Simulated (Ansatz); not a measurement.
Reaction (ligand exchange at the Si–O bond): `O[SiH](F)N[SiH2]F` + H–F → `F[SiH2]N[SiH](F)F` + H₂O

Gas-phase electronic energies from Ansatz, PBE0-D4/def2-TZVP geometries. CCSD(T)/CBS adds triple-zeta CCSD(T) − MP2 to the extrapolated MP2 energy (def2 sets, frozen cores). This one scheme is used for every species. One conformer a species, not always the lowest.

`O[SiH](F)N[SiH2]F`:

Z-matrix (Å, degrees):
```
Si
F 1 1.587
N 1 1.712 2 111.0
O 1 1.630 2 103.3 3 120.8
H 1 1.475 2 108.4 3 -117.9
Si 3 1.712 1 128.5 2 -114.9
H 3 1.013 1 115.8 2 66.3
H 4 0.958 1 117.8 2 -171.9
F 6 1.601 3 111.4 1 -94.4
H 6 1.477 3 108.9 1 23.3
H 6 1.479 3 109.7 1 148.3
```

H–F:

```xyz
2

F    -0.351   -0.029   -0.296
H     0.351    0.029    0.296
```

`F[SiH2]N[SiH](F)F`:

Cartesian coordinates in Å:
```
F -1.366 0.640 -2.134
Si -1.377 0.495 -0.544
N 0.208 0.567 0.111
Si 1.235 -0.721 0.530
F 2.621 -0.604 -0.229
F 1.611 -0.666 2.069
H -1.946 -0.830 -0.225
H -2.173 1.628 -0.028
H 0.592 1.497 0.226
H 0.595 -2.006 0.223
```

H₂O:

Z-matrix (Å, degrees):
```
O
H 1 0.960
H 1 0.960 2 105.1
```

```csv
species,MP2/def2-SVP energy (Eh)
`O[SiH](F)N[SiH2]F`,-909.66944
H–F,-100.13197
`F[SiH2]N[SiH](F)F`,-933.65536
H₂O,-76.16208
```

Question: Work out ΔE.

Answer: ΔE = (-933.65536) + (-76.16208) − (-909.66944) − (-100.13197) = -0.01603 Eh = -10.1 kcal/mol. CCSD(T)/CBS gives -10.0 kcal/mol.

Largest T1 diagnostic among the species: 0.012.

The D4 term adds +0.7 kcal/mol with B3LYP and +0.4 kcal/mol with PBE0; it sums over pairs of atoms, weighted by their polarisabilities, and B3LYP, whose exchange is more repulsive, gets the larger term. Leaving LDA and LC-ωPBE aside and taking each functional with its dispersion term where it has one, the values, not all of them listed here, spread over 1.6 kcal/mol, from B97M-V to revPBE-D4. LDA lies +1.2 kcal/mol from PBE without D4. In def2-TZVPP, CCSD(T) changes the Hartree–Fock value by +1.7 kcal/mol (the triples alone add +0.3 kcal/mol) and MP2 by +2.0 kcal/mol.

B3LYP here is the variant with VWN-RPA as its local correlation; programs differ in this.
